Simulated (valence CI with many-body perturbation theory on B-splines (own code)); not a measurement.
Results of a calculation; reference values are marked as such.
## Zr: input, log and results

The program does CI of the valence electrons with many-body perturbation theory for a frozen closed Dirac-Fock core.

Command, and the settings that its task file holds:

```sh
python run_cv.py task.json out
```

```
atom Zr  Z=40  mass_number=90  rms_radius_fm=4.2694
core [Kr] 4d1
valence 4d2 5s2
avg = 1
basis = S
breit = 1
cap = 10000
capref = 1200
cscale = 1
de = 0.0
dress = 0
eps = 2e-08
h = 0.27
hh = 1
l2 = 3
lcore = 6
maxit = 60
n2 = 5
natural = 1
nlev = 21
nno = [3, 3, 3, 3, 1]
nroot = 26
nsp = [3, 3, 2, 2, 0]
pt2 = 1
qed = 1
rpa = 1
s1 = 1
s2 = 1
s3 = 1
screen = 1
tol = 2e-05
```

(1) What became of the run, and why?

Answers

(1) It gave no result: the perturbation theory needs a core of closed shells. The program said: "the core must hold closed shells only".
